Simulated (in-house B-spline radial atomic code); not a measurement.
Atomic self-consistent-field run: C4+. Level of theory: non-relativistic SCAN, spin-polarised, spherical fractional occupations, point nucleus; calculated with a radial B-spline atomic code at the basis-set limit.

Command:
```bash
python run_scf.py task.json out
```
Settings:
```
Z                6
configuration    1s2
hamiltonian      nr
method           scan,scan
spin_polarised   True
```

Output (hartree, bohr):
```
 radial grid: 35 intervals, B-splines of order 8, outer radius 6.383 bohr

 iter        energy (Eh)    residual
    1         -32.408195    1.05e-02
    2         -32.408581    3.36e-04
    3         -32.408581    1.62e-04
    4         -32.408582    7.81e-05
    5         -32.408582    4.96e-06
    6         -32.408582    5.65e-07
    7         -32.408582    1.17e-07
    8         -32.408582    1.43e-08

 total energy                       -32.40858
 kinetic                              32.3682
 electron-nucleus                    -68.2522
 Hartree                               7.0464
 exchange-correlation                 -3.5709

 orbital      occ     eigenvalue          <r>       <r^2>       <1/r>       <r^4>     <1/r^2>       r_max
 1s up      1.000       -13.2800     0.267298   0.0962798     5.68768   0.0239732     65.7784      0.1736
 1s down    1.000       -13.2800     0.267298   0.0962798     5.68768   0.0239732     65.7784      0.1736
```

Cost of the run: 0.04 s on 1 thread of Arm Neoverse V2, on a shared host.
